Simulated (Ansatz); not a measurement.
Species: BeH$_{2}$ (charge 0, singlet). 
Geometry from a B3LYP-D3(BJ)/def2-TZVP (Ansatz, a first-principles code) optimisation:
SMILES: [BeH2]
```xyz
3

Be     0.0000     0.0000     0.0000
H      0.0000     0.0000     1.3301
H      0.0000     0.0000    -1.3301
```
Charge 0, spin multiplicity 1.

Wanted: vertical ionisation energy (to the doublet state of charge +1; each state is the SCF solution reached for its spin), in eV. Cores are frozen in the correlated levels unless marked. Open shells are spin-unrestricted. No spin-orbit coupling. Non-relativistic. CBS marks a two-point X^-3 extrapolation of the correlation energy; Hartree-Fock from the larger set. The program attaches cautions to a run behind CCSD/def2-QZVPPD: other roots. The program attaches cautions to a run behind CCSD(T)/CBS(def2-TZVPPD,def2-QZVPPD): other roots.

```tsv
level	program	vertical ionisation energy (eV)
SVWN5/def2-TZVPD	Ansatz	(withheld)
PBE/def2-TZVPD	Ansatz	11.63
r2SCAN/def2-TZVPD	Ansatz	11.66
PBE0/def2-TZVPD	Ansatz	11.80
BHLYP/def2-TZVPD	Ansatz	11.90
CAM-B3LYP/def2-TZVPD	Ansatz	11.97
CCSD/def2-QZVPPD	Ansatz	12.08
CCSD(T)/CBS(def2-TZVPPD,def2-QZVPPD)	Ansatz	(withheld)
```

Q: Some entries are withheld; supply them.

A: 
- SVWN5/def2-TZVPD, vertical ionisation energy (eV): 11.61
- CCSD(T)/CBS(def2-TZVPPD,def2-QZVPPD), vertical ionisation energy (eV): 12.12
